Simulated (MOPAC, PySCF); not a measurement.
H3AlO3, SMILES `[OH][Al]([OH])[OH]`, neutral singlet in the gas phase. 

Z-matrix (Å, degrees):
```
Al
O 1 1.6888
H 2 0.9555 1 122.50
O 1 1.6888 2 119.97 3 -179.83
H 4 0.9555 1 122.44 2 -0.05
O 1 1.6888 2 120.02 3 0.18
H 6 0.9555 1 122.45 2 -179.90
```
Charge 0, spin multiplicity 1.

All levels are single points at this geometry (PBE0-D4/def2-TZVP); Pople sets use spherical d functions. Orbital energies aren't observables, and empty levels follow the basis.

SVWN5/6-31G* in PySCF gives HOMO (eV) = -6.94.

**Question.** Estimate the HOMO (eV) from each of these levels: PBE0-D4/def2-TZVP in PySCF; B3LYP/6-31G* in PySCF; PBE/6-31G* in PySCF; HF/STO-3G in PySCF; PM7 in MOPAC.

**Answer.** 
| level | HOMO (eV) |
|---|---|
| PBE0-D4/def2-TZVP in PySCF | -9.02 |
| B3LYP/6-31G* in PySCF | -8.26 |
| PBE/6-31G* in PySCF | -6.79 |
| HF/STO-3G in PySCF | -8.73 |
| PM7 in MOPAC | -12.32 |
